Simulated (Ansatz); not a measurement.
Consider the formal exchange of groups at the Si–O bond: `CC[Si]OC` + `CC` → `CC[Si]CC` + CH₃OH.

Program: Ansatz. Geometries: PBE0-D4/def2-TZVP. ΔE: electronic, gas phase. CBS: MP2 limit from def2 TZ/QZ plus the TZ coupled-cluster correction, frozen cores. This one scheme is used for every species. DFT in def2-TZVPP. Each species was taken in one conformer, which may not be the lowest.

```tsv
level	ΔE (kJ/mol)
BLYP-D4	162.5
CCSD/def2-SVP	153.2
```

(1) What does CCSD(T)/CBS give? (An estimate is asked.)

(2) What do rigid-rotor, harmonic-oscillator terms from PBE0-D4/def2-TZVP frequencies (298.15 K, 1 bar) make of the CCSD(T)/CBS value? (Best estimate.)

Largest T1 diagnostic among the species: 0.013.

## Answers

(1) Computed: +152.6 kJ/mol. The listed levels differ from it by 9.9, 0.6 kJ/mol.

(2) Ansatz gave: ΔZPE = -3.2 kJ/mol, ΔH = +150.2 kJ/mol, ΔS = 18 J/(mol·K), ΔG = +144.7 kJ/mol.

Leaving LDA and LC-ωPBE aside and taking each functional with its dispersion term where it has one, the values, not all of them listed here, spread over 17.1 kJ/mol, from revPBE-D4 to CAM-B3LYP-D4. In def2-TZVPP, CCSD(T) changes the Hartree–Fock value by −12.8 kJ/mol (the triples alone add −0.8 kJ/mol) and MP2 by −10.9 kJ/mol.
